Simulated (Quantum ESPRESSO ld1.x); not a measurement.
Results of a calculation; reference values are marked as such.
Species: a nucleus of charge 28.2 with 27 electrons. Configuration: [Ar] 3d9. Code: ld1.x of Quantum ESPRESSO 7.5. Model: Dirac Kohn-Sham, LDA (Slater exchange, VWN5 correlation), spin-unpolarised, spherical densities, point nucleus; open shells fill j = l - 1/2 first.

Normalised radial functions P(r) = r R(r) (large component), r in bohr:

r	2p3/2	3p3/2
0.002007	0.0027	0.0010
0.002571	0.0043	0.0016
0.003295	0.0070	0.0026
0.004223	0.0114	0.0043
0.005368	0.0181	0.0068
0.006879	0.0290	0.0109
0.008815	0.0462	0.0174
0.01121	0.0720	0.0271
0.01436	0.1130	0.0424
0.0184	0.1750	0.0656
0.02358	0.2669	0.0999
0.02998	0.3944	0.1473
0.03841	0.5764	0.2144
0.04923	0.8172	0.3019
0.06308	1.1149	0.4069
0.08019	1.4391	0.5143
0.1028	1.7671	0.6071
0.1317	2.0157	0.6412
0.1688	2.0988	0.5661
0.2145	1.9611	0.3491
0.2749	1.5955	-0.0290
0.3523	1.0944	-0.5020
0.4478	0.6221	-0.9268
0.5739	0.2688	-1.1857
0.7354	0.0844	-1.1798
0.9424	0.0179	-0.9492
1.198	0.0025	-0.6329
1.535	0.0002	-0.3363
1.967	0.0000	-0.1393
2.521	0.0000	-0.0426
3.205	0.0000	-0.0094
4.107	0.0000	-0.0012

2p3/2: eigenvalue -858.92 eV, 0 radial nodes, <r> = 0.215 bohr, 90 % of the charge inside 0.351 bohr. 3p3/2: eigenvalue -78.156 eV, 1 radial node at r = 0.270 bohr, <r> = 0.782 bohr, 90 % of the charge inside 1.21 bohr.
